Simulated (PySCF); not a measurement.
**Cost of excited-state runs on `InChI=1S/C8H10/c1-2-8-5-3-4-7(8)6-8/h2-4,7H,1,5-6H2/t7-,8+/m1/s1`**

Geometry:
```tsv
atom	x (Å)	y (Å)	z (Å)
C1	2.432	-0.990	0.387
C2	1.725	0.029	-0.077
C3	0.278	0.221	0.093
C4	-0.390	1.384	-0.630
C5	-1.743	0.852	-1.006
C6	-1.904	-0.418	-0.658
C7	-0.725	-0.930	0.071
C8	-0.420	-0.216	1.355
H9	3.492	-1.063	0.218
H10	1.986	-1.794	0.948
H11	2.221	0.808	-0.643
H12	0.171	1.671	-1.524
H13	-0.471	2.270	0.006
H14	-2.465	1.469	-1.513
H15	-2.768	-1.029	-0.852
H16	-0.424	-1.960	-0.049
H17	-1.177	0.436	1.765
H18	0.171	-0.733	2.096
```

PySCF with density fitting, on 1 thread of an Intel Xeon Platinum 8488C, shared host. Command: `OMP_NUM_THREADS=1 python excited_run.py task.json out`

(1) How long does this run take, and how much memory?
- circular dichroism and optical rotation, CAM-B3LYP/def2-SVPD; 12 states; writes grids

## Answers

(1) 
| run | level | basis functions | wall time | peak memory (GiB) |
| --- | --- | --- | --- | --- |
| circular dichroism and optical rotation | CAM-B3LYP/def2-SVPD | 240 | 93 s | 1.1 |

Times from a shared host are rough.
